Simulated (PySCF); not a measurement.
Carbon sulfide selenide, CSSe, SMILES S=C=[Se], point group C∞v.

Force field and properties: B3LYP/pcSseg-2 (PySCF, grid level 2). Vibrational terms come from second-order perturbation theory with semi-diagonal cubic constants, by steps of ±0.6 along the normal coordinates of each isotopologue. The parent has the commonest isotopes.

Equilibrium geometry (Å):

| atom | x | y | z |
| --- | --- | --- | --- |
| S1 | -1.5736 | -0.1985 | -0.0238 |
| C2 | -0.0347 | -0.0095 | -0.0170 |
| Se3 | 1.6542 | 0.1979 | -0.0094 |

(1) How much do zero-point and thermal motion change the parent's shieldings?

(2) And the bond lengths, in the parent and with ⁷⁷Se at 3?

Spin–orbit effects of the heavy atoms on shieldings are missing.

The study (81 SCF points, 142 basis functions) took 6.7 min on 1 thread of Intel Xeon 6975P-C, on a host shared with other jobs (rough), peak memory 0.75 GiB, launched as `OMP_NUM_THREADS=1 python ens_run.py task.json out`.

## Answers

(1) 
| atom | σe (ppm) | anharmonic part, 0 K | harmonic part, 0 K | Δσ at 0 K | Δσ at 300 K | Δσ at 700 K |
| --- | --- | --- | --- | --- | --- | --- |
| S1 | 397.26 | -2.67 | -10.34 | -13.01 | -16.22 | -26.85 |
| C2 | -58.78 | -0.73 | -1.92 | -2.65 | -3.21 | -5.07 |
| Se3 | 1684.05 | -6.51 | -26.19 | -32.70 | -40.99 | -68.65 |

(2) 
```json
{"bond": "S1–C2", "re (Å)": "1.5505", "⟨r⟩ at 0 K": "1.5551", "between mean positions": "1.5520", "⟨r⟩, labelled": "1.5551"}
{"bond": "C2–Se3", "re (Å)": "1.7016", "⟨r⟩ at 0 K": "1.7061", "between mean positions": "1.7038", "⟨r⟩, labelled": "1.7061"}
```
